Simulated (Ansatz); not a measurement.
Mulliken charges of `F[SiH2]P[SiH3]` from r2SCAN/def2-TZVPP in Ansatz (PBE0-D4/def2-TZVP geometry).

```csv
atom,x (Å),y (Å),z (Å),charge (e)
F1,-1.659,0.472,1.997,-0.323
Si2,-1.029,1.111,0.670,0.555
P3,1.137,0.545,0.602,-0.177
Si4,0.853,-1.356,-0.575,0.239
H5,-1.835,0.606,-0.472,-0.079
H6,-1.141,2.588,0.761,-0.083
H7,1.363,1.363,-0.541,0.028
H8,0.055,-1.159,-1.814,-0.053
H9,0.152,-2.321,0.310,-0.046
H10,2.187,-1.900,-0.936,-0.060
```

Q: By hand: the dipole of these point charges (1 e Å = 4.8032 D).

A: Σ q r = (0.104, 0.101, -0.420) e Å, of length 0.444 e Å = 2.13 D.

Q: How does the dipole of the full density compare? (An estimate is asked.)

A: Computed: (0.083, 0.073, -0.318) e Å, 1.62 D; the point charges give 1.31 times that, at 1° from its direction.

Point charges leave out the atoms' own dipoles, such as those of lone pairs, and Mulliken's split depends on the basis, so the two needn't agree.
